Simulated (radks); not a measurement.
Values are calculated unless marked as measured or tabulated.
Pm3+, 58 electrons, occupied as [Xe] 4f4. Code: a radial shooting solver on a logarithmic mesh with Libxc functionals. Model: Dirac Kohn-Sham, PBE, spin-unpolarised, spherical densities, finite nucleus; open shells fill j = l - 1/2 first; Fermi nuclear charge, rms radius 4.962 fm. Some entries of the table are withheld. Estimate them.

orbital,occ.,eigenvalue (eV),<r^2> (bohr^2),r(max) (bohr)
1s1/2,2,-45004.69,0.0007317,0.01479
2s1/2,2,-7339.769,0.01150,0.08396
2p1/2,2,-6952.427,0.008391,0.06371
2p3/2,4,-6392.248,0.009638,0.06924
3s1/2,2,-1625.284,0.07746,0.2388
3p1/2,2,(1),0.07256,0.2258
3p3/2,4,(2),0.07984,0.2376
3d3/2,4,-1057.746,0.06449,0.1899
3d5/2,6,-1033.345,0.06654,0.1932
4s1/2,2,-347.9643,0.3957,0.5521
4p1/2,2,-284.6941,0.4192,0.5586
4p3/2,4,-260.0045,0.4589,0.5838
4d3/2,4,-155.8522,0.5353,0.5970
4d5/2,6,-151.4424,0.5510,0.6052
5s1/2,2,-69.1372,(3),1.276
5p1/2,2,-51.5305,2.747,1.387
5p3/2,4,-47.8865,3.026,1.455
4f5/2,4,-31.7996,1.122,0.6245
4f7/2,0,-31.2715,1.147,0.6292
5d3/2,0,-24.4914,5.644,1.870
5d5/2,0,-24.1127,5.803,1.898
6s1/2,0,-21.6204,11.59,3.018
6p1/2,0,-17.1345,15.07,3.429
6p3/2,0,-16.4364,16.18,3.561

Answer. 
(1) 3p1/2 eigenvalue (eV): -1459.166
(2) 3p3/2 eigenvalue (eV): -1346.541
(3) 5s1/2 <r^2> (bohr^2): 2.219
